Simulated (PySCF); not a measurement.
Predicted microwave data (PBE0/pcSseg-1 in PySCF (dipole) on a GFN2-xTB geometry, gas phase) for one isomer of C5H7NO2S2:

- Rotational constants: A = 1402, B = 978.8, C = 688.9 MHz
- Dipole components: |μa| = 2.79 D, |μb| = 2.28 D, |μc| = 0.62 D
- Inertial defect: -143.17 u·Å²
- κ: -0.19

Question: Which structure is it? (One computed conformer of each.)
A. `[CH3:1][S:2](=[O:3])(=[O:4])[c:5]1[cH:6][cH:7][c:8]([NH2:9])[s:10]1` with C1–S2–C5–C6 -107°
B. `[CH2:1]=[N:2][C:3]1=[CH:4][S:5][CH2:6][S:7](=[O:8])(=[O:9])[CH2:10]1` with C1–N2–C3–C4 -48°, C3–C4–S5–C6 -57°, C4–S5–C6–S7 44°, S5–C6–S7–O8 121°, C6–S7–C10–C3 -60°

Answer: B. It is C=NC1=CSCS(=O)(=O)C1, an asymmetric top, point group C1. The candidates at the same level (rigid rotor, commonest isotopes):

```
              SMILES  A (MHz)  B (MHz)  C (MHz)  μa (D)  μb (D)  μc (D)  Δ (u·Å²)  point group                        rotor
CS(=O)(=O)c1ccc(N)s1     2399    644.0    576.9    5.83    0.66    2.63   -119.25           C1  near-prolate asymmetric top
C=NC1=CSCS(=O)(=O)C1     1402    978.8    688.9    2.79    2.28    0.62   -143.17           C1               asymmetric top
```

`CS(=O)(=O)c1ccc(N)s1` has A 71 % too high. No structure here is proved a minimum.
